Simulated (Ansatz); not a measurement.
Si4B⁻, relaxed as a singlet with RKS PBE0-D4/def2-SVPD in Ansatz, starting from the GFN2-xTB geometry. Force threshold 0.02 eV/Å.

The restricted singlet is unstable towards broken spin symmetry at other levels; at PBE0-D4/def2-SVPD this wasn't settled. Another isomer (singlet) lies 3.65 eV lower at PBE0-D4/def2-TZVPD; other spin states weren't run for this one.

Start:

| atom | x (Å) | y (Å) | z (Å) |
| --- | --- | --- | --- |
| B1 | 0.002 | -0.007 | -0.006 |
| Si2 | 1.997 | -1.676 | 2.978 |
| Si3 | -1.999 | 1.687 | -2.969 |
| Si4 | 0.927 | -0.781 | 1.377 |
| Si5 | -0.927 | 0.777 | -1.380 |

Estimate the energy that the relaxation releases and the steps that it takes.

0.3 kcal/mol, in 3 steps; 6.5 s on 4 threads of Arm Neoverse N1 on a shared host. No frequencies were taken in this run, so the end may be a saddle point.

Does the start keep its bonding and symmetry?

By distances, no bond broke or formed. The bond that changes most is B1–Si5, from 1.83 to 1.86 Å (atoms count from 1). Point group D∞h at the start, D∞h at the end, both within 0.05 Å.

Predict the relaxed structure.


```csv
atom,x (Å),y (Å),z (Å)
B1,0.001,-0.004,-0.003
Si2,2.009,-1.687,2.994
Si3,-2.011,1.696,-2.988
Si4,0.939,-0.791,1.394
Si5,-0.938,0.787,-1.397
```
Bond lengths: 2 × Si–Si 2.12 Å; 2 × B–Si 1.86 Å.
